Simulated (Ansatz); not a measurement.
Computed with Ansatz.

A structure relaxed at PBE0-D4/def2-TZVP, charge 0, multiplicity 1:

Cartesian coordinates in Å:
```
O -1.948 1.299 0.135
In 0.024 1.300 0.212
O 1.082 2.922 0.512
O 0.990 -0.400 -0.020
Si 0.525 -1.937 -0.293
H -2.298 0.417 -0.019
H 0.523 3.697 0.614
H -0.967 -2.040 -0.369
H 1.082 -2.432 -1.580
H 0.987 -2.825 0.808
```

Q: Give its formula and SMILES.

A: H5InO3Si, `[OH][In]([OH])[O][SiH3]`.

Q: Point group (tolerance 0.08 Å, 0.16 Å for H)?

A: Cs.

Q: Summarise the bond lengths by kind.

A: 3 × In–O 1.960 to 1.973 Å; 2 × H–O 0.961 Å; 1 × O–Si 1.629 Å; 3 × H–Si 1.488 to 1.497 Å.
